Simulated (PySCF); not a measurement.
# [BiCl4]− relaxed at several levels

Computed with PySCF 2.14.0, def2-SVP on the ligands, density fitting, scalar-relativistic core potentials, no spin-orbit coupling, vacuum. Each row is relaxed at its own level from the same template. Distances are means of the shortest metal–ligand contacts, charges and spins Mulliken's; removal energies are rigid, with the ligand's formal charge and no counterpoise, so too large; for an anion taken off a cation in vacuum most of it is the attraction of opposite charges, and multiply charged cations can part far more cheaply with an electron moved from ligand to metal.

| level | basis on the metal | point group | M–Cl (Å) | charge on M (e) | HOMO–LUMO gap (eV) | removal of one Cl (eV) | strongest infrared band, degenerate modes summed (cm⁻¹) | unstable modes (below −25 cm⁻¹) |
| --- | --- | --- | --- | --- | --- | --- | --- | --- |
| BP86 | def2-SVP with ECP60 | D2d, nearly Td | 2.633 | 0.81 | 3.78 | 3.61 | 254 | 0 |

Problem. What does the calculation give for r2SCAN, def2-SVP with ECP60?

Solution. point group: nearly Td, M–Cl (Å): 2.618, charge on M (e): 0.96, HOMO–LUMO gap (eV): 4.14, removal of one Cl (eV): 3.58, unstable modes (below −25 cm⁻¹): not given.
```xyz
5

Bi    0.0049    0.2339    0.0000
Cl   -0.0267   -1.2861    2.1349
Cl   -0.0267   -1.2861   -2.1349
Cl    2.1429    1.7392    0.0000
Cl   -2.0688    1.8268    0.0000
```

One start shape was tried for each, so a minimum needn't be the lowest isomer.
